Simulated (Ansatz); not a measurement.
A nudged elastic band was laid between two geometries of CH$_{3}$NTeZn (7 atoms, charge 0, multiplicity 1).

Method: RKS CAM-B3LYP/def2-SVP (Ansatz).

```
movable images  : 5
climbing image  : yes
spring          : 5.0 eV/Å²
optimiser       : quadratic models (default)
start path      : through a guess of the saddle point
force threshold : 0.05 eV/Å
iteration limit : 60
end points      : relaxed
```

First end point:

```xyz
7
Properties=species:S:1:pos:R:3
C -0.337 0.483 -0.113
N 0.960 0.306 0.438
Zn 1.129 -1.455 -0.283
Te -1.192 -1.536 -1.088
H -1.125 0.769 0.598
H -0.359 1.114 -1.009
H 0.923 0.319 1.457
```

Last end point:

```xyz
7
Properties=species:S:1:pos:R:3
C -0.947 0.381 0.149
N 0.331 0.553 0.447
Zn 2.276 -2.227 -1.296
Te -1.725 -1.037 -1.048
H -1.610 1.112 0.628
H 1.030 -0.076 0.056
H 0.644 1.295 1.063
```

Which bonds break or form, and what moves?

Bonds broken: C1–H6, N2–Zn3, Zn3–Te4. Bonds formed: N2–H6. CH3NTeZn becomes CH3NTe + Zn.

Give the energies along the band, and the barrier.

The run converged. The highest image is number 2 of 0 to 6, 56.5 kcal/mol above the first end and 61.7 kcal/mol above the last; the last end lies 5.2 kcal/mol below the first. Neighbouring images differ by up to 2.4 eV, so the band resolves the path poorly. A vibrational analysis at the climbing image gives one clearly imaginary mode, 1692i cm⁻¹: a first-order saddle point. The orbitals stay closed-shell, which can raise the energy where a bond breaks towards radicals; this wasn't checked here.

```
image  path coordinate (Å)  energy (kcal/mol)  C1–H6 (Å)  N2–Zn3 (Å)  Zn3–Te4 (Å)
    0                 0.00                0.0       1.10        1.91         2.46
    1                 0.87                1.1       1.10        1.84         2.49
    2                 1.74               56.5       1.31        2.09         2.71
    3                 2.64                6.9       1.95        2.67         3.13
    4                 3.55               -4.9       2.03        3.48         3.67
    5                 4.46               -5.1       2.03        3.73         3.90
    6                 5.36               -5.2       2.03        3.81         4.18
```

What is the geometry of the highest image?


```xyz
7
Properties=species:S:1:pos:R:3
C -0.659 0.261 -0.050
N 0.814 0.319 0.150
Zn 1.105 -1.744 -0.012
Te -1.209 -1.256 -1.328
H -1.283 0.466 0.827
H 0.211 1.088 -0.580
H 1.020 0.865 0.993
```

Time of the run: 5.3 min on 2 threads of Intel(R) Xeon(R) Platinum 8488C (Sapphire Rapids) (shared host), peak memory 0.32 GiB.
